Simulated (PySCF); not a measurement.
**Which determinant of CuCl⁺ lies lowest?**

Unrestricted PBE0; basis Cu cc-pVDZ-PP with ECP10, Cl cc-pV(D+d)Z; scalar-relativistic core potentials; PySCF 2.14. Outer shells of the fragments: Cu+ 3d10; Cl 3s2 3p5.

Followed along the bond (rough minima from three points):

```json
{"2Ms+1": "2", "unpaired": "π ↑", "⟨S²⟩ at the start": "0.76", "R at minimum (Å)": "2.06", "Te (eV)": "0.00"}
{"2Ms+1": "2", "unpaired": "σ ↑", "⟨S²⟩ at the start": "0.76", "R at minimum (Å)": "2.05", "Te (eV)": "0.36"}
{"2Ms+1": "2", "unpaired": "δ ↑", "⟨S²⟩ at the start": "0.75", "R at minimum (Å)": "2.07", "Te (eV)": "1.49"}
{"2Ms+1": "4", "unpaired": "σ ↑↑, π ↑", "⟨S²⟩ at the start": "3.75", "R at minimum (Å)": "none in the scan", "Te (eV)": "≤ 3.03"}
```

Solutions found at the starting distance of 2.205 Å, counted from the lowest of them; the search is not exhaustive and high or unbound solutions are not listed, so other states can lie among these:

| 2Ms+1 | unpaired | term | E (eV) | ⟨S²⟩ | ⟨Lz²⟩ | μ (D) |
| --- | --- | --- | --- | --- | --- | --- |
| 2 | π ↑ | ²Π | 0.00 | 0.76 | 1.01 | -3.15 |
| 2 | σ ↑ | ²Σ⁺ | 0.41 | 0.76 | 0.00 | -4.92 |
| 2 | δ ↑ | ²Δ | 1.52 | 0.75 | 4.00 | -5.87 |
| 4 | σ ↑↑, π ↑ | ⁴Π | 3.07 | 3.75 | 1.02 | 0.68 |
| 4 | σ ↑, π ↑, δ ↑ | mixed | 3.48 | 3.75 | 5.00 | 0.15 |
| 4 | σ ↑, π ↑↑ | mixed | 3.66 | 3.75 | 2.01 | 0.43 |
| 2 | σ ↓, π ↑, δ ↑ | mixed | 3.80 | 1.76 | 5.01 | 0.30 |
| 2 | σ ↓, π ↑↑ | mixed | 3.91 | 1.76 | 2.01 | 0.53 |
| 4 | σ ↑, π ↑↑ | ⁴Σ⁻ | 3.93 | 3.76 | 0.00 | 1.04 |
| 2 | σ ↓, π ↑↑ | mixed | 4.14 | 1.76 | 0.00 | 1.16 |

A term symbol is given only where ⟨S²⟩ and ⟨Lz²⟩ are close to those of a pure state; real π, δ and φ orbitals otherwise mix terms. A positive dipole points towards Cl; it is taken about the centre of mass and depends on that origin.

Counting both spins, an empty level lies below a filled one in some of these solutions, because spin and occupation are held. With d or f electrons several states lie close, and the lowest PBE0 determinant need not be the measured ground state.
